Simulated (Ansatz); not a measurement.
Mulliken charges of CH₄BISi (`IB1C[SiH2]1`) from B3LYP/def2-TZVPP in Ansatz (PBE0-D4/def2-TZVP geometry).

```
atom   x (Å)   y (Å)   z (Å)  charge (e)
  I1  -2.818   1.185  -0.263       0.021
  B2  -0.856   0.470  -0.413       0.044
  C3   0.427   0.776   0.314      -0.320
 Si4   0.236  -1.100  -0.251       0.092
  H5   1.326   0.939  -0.288       0.155
  H6   0.485   1.299   1.266       0.107
  H7   1.403  -1.425  -1.100      -0.045
  H8  -0.111  -2.202   0.679      -0.053
```

Task: By hand: the dipole of these point charges (1 e Å = 4.8032 D).

Result: Σ q r = (-0.012, 0.161, -0.043) e Å, of length 0.167 e Å = 0.80 D.

Task: How does the dipole of the full density compare? (An estimate is asked.)

Result: Ansatz gave: (0.273, -0.076, 0.043) e Å, 1.38 D; the point charges give 0.58 times that, at 111° from its direction.

Point charges leave out the atoms' own dipoles, such as those of lone pairs, and Mulliken's split depends on the basis, so the two needn't agree.

B3LYP here is the variant with VWN-RPA as its local correlation; programs differ in this.
